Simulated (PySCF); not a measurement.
SMILES C([Si](C)(C)C)CB(O)O (C5H15BO2Si) at its GFN2-xTB optimised geometry (Å):

```
24

C      1.5578    -2.3787    -0.1724
Si     0.9730    -0.5674     0.0000
C      1.5987     0.1532     1.6536
C      1.6955     0.4593    -1.4351
C     -0.9422    -0.5674     0.0000
C     -1.5621     0.8367     0.0000
B     -1.3439     1.6639    -1.3511
O     -1.1506     2.9984    -1.2741
O     -1.3819     1.1043    -2.5922
H      2.6405    -2.4409    -0.1397
H      1.1718    -2.9984     0.6306
H      1.2346    -2.8203    -1.1101
H      2.6820     0.1107     1.7170
H      1.2005    -0.3923     2.5042
H      1.3059     1.1930     1.7632
H      1.3876     0.0791    -2.4044
H      2.7814     0.4563    -1.4116
H      1.3671     1.4917    -1.3705
H     -1.3212    -1.1324    -0.8556
H     -1.2917    -1.1039     0.8850
H     -1.1752     1.4021     0.8469
H     -2.6405     0.7447     0.1680
H     -1.0627     3.4263    -2.1274
H     -1.5017     0.1566    -2.6129
```

Method: PBE/def2-SVP (PySCF 2.14.0).

Map of the Laplacian of the electron density (e/bohr⁵), clipped to [-1.50, 1.50] on the plane z = 1.0 Å:

```
|9999999999999999999999999999999|
|9999999999999999999999999999999|
|9999999999999999999999999999999|
|9999999999999999999999999999999|
|9999999999999999999999999999999|
|9999999999999999999999999999999|
|9999999999999999999999999999999|
|9999999999999999999999999999999|
|9999999999999999999999999999999|
|9999999999999999999999999999999|
|9999999999988999999999999999999|
|9999999999957999999999999999999|
|9999999999989999999999999999999|
|9999999999999999999999999999999|
|9999999999999999999899999999999|
|9999999999999999998789999999999|
|9999999999999999998789999999999|
|9999999999999999999899999999999|
|9999999999907999999999999999999|
|9999999999978999999999999999999|
|9999999999999999999999999999999|
|9999999999999999999999999999999|
|9999999999999999999999999999999|
|9999999999999999999999999999999|
|9999999999999999999999999999999|
|9999999999999999999999999999999|
|9999999999999999999999999999999|
|9999999999999999999999999999999|
|9999999999999999999999999999999|
|9999999999999999999999999999999|
|9999999999999999999999999999999|
```
Scale: ten equal steps from -1.50 (start of '0') to 0.137 (end of '9'), in the order '0123456789'; x runs from -5.00 to 5.00, y from -5.00 (bottom) to 5.00 (top).
